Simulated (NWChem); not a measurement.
Molecule: BH3SO2; SMILES OB(O)S

```xyz
7

B     -0.0156     0.4499     0.0000
O     -1.2247     1.0747     0.0000
H     -1.1935     2.0352     0.0000
O      1.1984     1.0710     0.0000
H      1.1654     2.0323     0.0000
S     -0.0603    -1.3731     0.0000
H      1.2814    -1.5119     0.0000
```
Atoms are numbered in this order, from 1.

Computed with NWChem. Medium grid unless said otherwise, to which SCAN and Minnesota functionals are sensitive. Structure relaxed at the PBE0/def2-SVP level. Hybrids' shares of exact exchange are those that their runs print; pure functionals count as 0. The functionals differ in more than this share.

```
row              share of exact exchange  highest occupied level (eV)
---------------  -----------------------  ---------------------------
PBE/def2-SVP                        0.00                        -5.77
B3LYP/def2-SVP                      0.20                        -6.77
B3PW91/def2-SVP                     0.20                        -6.89
B97-2/def2-SVP                      0.21                        -6.87
PBE0/def2-SVP                       0.25                        -7.10
MPW1K/def2-SVP                      0.43                     withheld
M05-2X/def2-SVP                     0.56                        -8.31
```

Fit a straight line of the last column on the one before it, predict the withheld value, and compare with the run.


1. Means of the 6 shown rows: x = 0.237, y = -6.952. Slope Σ(x − x̄)(y − ȳ)/Σ(x − x̄)² = -0.7319/0.1641 = -4.459; intercept -5.896.
2. The shown rows scatter about the line by 0.085 (root mean square); the largest residual is +0.13, at PBE/def2-SVP.
3. At x = 0.43 (MPW1K/def2-SVP; inside the shown range) the line gives -7.81.
4. The run gives -8.07, -0.26 from the line, 3.1 times the scatter.
